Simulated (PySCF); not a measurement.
## [TlH2]-: breathing scan

These are results of PBE0/[Tl def2-TZVPD with ECP60, H def2-TZVPD], scalar-relativistic core potentials, density fitting, no spin–orbit coupling, PySCF, not measurements.

Rigid scan from the singlet minimum (Tl–H 1.950 Å (×2); H–Tl–H 92.2°). Coordinate: all bonds to the central atom scaled together. Energies in kJ/mol from the minimum.

```
scale of all bonds to the centre  E (kJ/mol)  dipole size (D, about the centre of mass)
                            0.88        36.5                                       0.76
                            0.92        14.4                                       1.43
                            0.96         3.2                                       2.12
                            1.00         0.0                                       2.81
                            1.04         2.6                                       3.50
                            1.08         9.4                                       4.17
                            1.14        25.0                                       5.15
                            1.22        52.0                                       6.39
                            1.35       102.3                                       8.23
```

At long bonds a restricted determinant can lie too high, and another spin state can fall below this curve.

Spin–orbit coupling, left out here, can matter for elements this heavy.

Other isomers or separated fragments may lie lower.

The scan took of the order of 19 core-seconds on a shared host.
